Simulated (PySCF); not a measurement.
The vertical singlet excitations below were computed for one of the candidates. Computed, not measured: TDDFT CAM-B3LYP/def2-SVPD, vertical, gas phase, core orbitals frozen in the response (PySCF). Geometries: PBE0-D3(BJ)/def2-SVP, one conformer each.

| state | E (eV) | f |
| --- | --- | --- |
| S1 | 4.84 | 0.016 |
| S2 | 6.58 | 0.0013 |
| S3 | 6.65 | 0.0009 |
| S4 | 7.06 | 0.595 |
| S5 | 7.18 | 0.020 |
| S6 | 7.25 | 0.0002 |

Orbital energies (eV): HOMO-3 -12.87, HOMO-2 -12.56, HOMO-1 -11.03, HOMO -8.18, LUMO -0.08, LUMO+1 1.24, LUMO+2 1.69.

Question: Which candidate is it?
A. `O=C1OC[C@@H]1C(F)F`
B. `C=CCn1cc(C)nn1`
C. `FC(F)(F)C=C1C=C1`

Answer: C. Its S1, at 4.84 eV, is the lowest among the candidates; the nearest of the others has S1 at 5.80 eV. S1 is HOMO→LUMO (99%). Löwdin shares by element: HOMO carbon 85% or more (atoms not listed hold the other 15%); LUMO carbon 85% or more, hydrogen 7% or more. At the same level the other candidates give, for their lowest levels:
- `O=C1OC[C@@H]1C(F)F`: 5.97 eV (f 0.001); 8.01 eV (f 0.077); 8.26 eV (f 0.042); 8.59 eV (f 0.010); 8.70 eV (f 0.007); HOMO -10.20, LUMO 0.62 eV
- `C=CCn1cc(C)nn1`: 5.80 eV (f 0.006); 6.35 eV (f 0.101); 6.77 eV (f 0.005); 7.04 eV (f 0.018); 7.13 eV (f 0.115); T1 4.38 eV; HOMO -8.49, LUMO 0.65 eV

Shape of the structure used: `[F:1][C:2]([F:3])([F:4])[CH:5]=[C:6]1[CH:7]=[CH:8]1`: F1–C2–C5–C6 -119°.
Triplets come from the Tamm–Dancoff approximation.
